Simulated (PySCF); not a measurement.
Gas-phase reaction: 2 SnCl₃ + H₂ = SnH₂Cl₂ + SnCl₄

Computed with PySCF (xtb for GFN2) and rigid-rotor harmonic-oscillator thermochemistry at 1 bar. † marks an energy on the PBE0/def2-TZVP geometry and frequencies; other levels use their own. Open shells (unrestricted): SnCl₃ (multiplicity 2); the rest are closed-shell singlets. GFN2 has no spin-polarisation term. Sn: scalar-relativistic def2 core potential, no spin-orbit coupling. SnCl₃, SnH₂Cl₂: computed as isolated molecules; such fragments, hydroxides, amides, oligomers or adducts are transient or little studied in the gas. The harmonic model lacks anharmonicity and excited electronic states, which grow with temperature; levels with a mode under 35 cm⁻¹ are left out. Soft modes under 120 cm⁻¹ make the harmonic entropy rough for SnCl₃, SnH₂Cl₂, SnCl₄.

ΔH° and ΔS° at 298 K: GFN2-xTB 64 kJ, -155 J/K; M06-2X/def2-TZVP† -109 kJ, -151 J/K; PBE/def2-TZVP† -94 kJ, -151 J/K; PBE0/def2-SVP† -125 kJ, -151 J/K.

**Question.** With the heat capacities included, give log10 K (1 bar) at 600, 1000, 1400, 1800, 2500 K from GFN2-xTB, M06-2X/def2-TZVP†, PBE/def2-TZVP†, PBE0/def2-SVP†.

**Answer.** 
```
T (K)  GFN2-xTB  M06-2X/def2-TZVP†  PBE/def2-TZVP†  PBE0/def2-SVP†
-----  --------  -----------------  --------------  --------------
600       -13.7                1.6             0.2             3.0
1000      -11.4               -2.2            -3.0            -1.4
1400      -10.3               -3.8            -4.4            -3.2
1800       -9.7               -4.6            -5.1            -4.2
2500       -9.0               -5.4            -5.7            -5.1
```
